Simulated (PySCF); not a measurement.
Atom-mapped SMILES (the numbers label the heavy atoms): `[O:1]=[C:2]1[CH2:3][CH:4]=[C:5]([C:6]([F:7])([F:8])[F:9])[O:10]1`; H(Xn) means a hydrogen on atom n.

Computational details: σ from GIAO-PBE0/pcSseg-1, structure optimised with GFN2-xTB, in PySCF 2.14.0 with density-fitted response routines (in vacuum, one computed conformer, equivalent nuclei averaged, non-relativistic Hamiltonian).

Chemical shifts δ = σref − σ; TMS for ¹³C (186.93 ppm), all at this level.

**Question.** Do the ¹³C shifts follow the atomic charges (in e)? Tabulate both.

**Answer.** 
| atoms | hybridisation | δ (ppm) | σ para (ppm) | Hirshfeld | IAO | Mulliken | ESP-fitted |
| --- | --- | --- | --- | --- | --- | --- | --- |
| C2 | sp2 | 176.8 | -237 | +0.22 | +0.53 | +0.45 | +0.75 |
| C5 | sp2 | 153.9 | -225 | +0.03 | +0.13 | +0.03 | +0.01 |
| C6 | sp3 | 127.3 | -178 | +0.26 | +0.81 | +0.94 | +0.40 |
| C4 | sp2 | 116.4 | -184 | -0.06 | -0.19 | -0.17 | -0.11 |
| C3 | sp3 | 36.8 | -105 | -0.07 | -0.34 | -0.21 | -0.30 |

Correlation coefficients of δ with charge over these carbons: Hirshfeld +0.62, IAO +0.65, Mulliken +0.48, ESP-fitted +0.77; with the paramagnetic shielding -0.99. With so few points, grouped by hybridisation, these coefficients are fragile. Charge is one influence among several: hybridisation and low-lying excitations act through the paramagnetic term.

Shifts are as computed. Against solution values, carbons near 30 ppm lie about +3 ppm off and those near 130 ppm about +5 ppm (rms about the fit 2.1 ppm; single classes can miss by 10 ppm). Of 1328 compounds with measured shifts, 309 miss one by over three times the rms of a fit or turn the order of signals round; such compounds aren't used in these exercises. Signals without a measured value on file couldn't be tested in this way; 1H shifts scatter by 0.2 ppm about their fit, and single ones miss by 0.5 ppm.
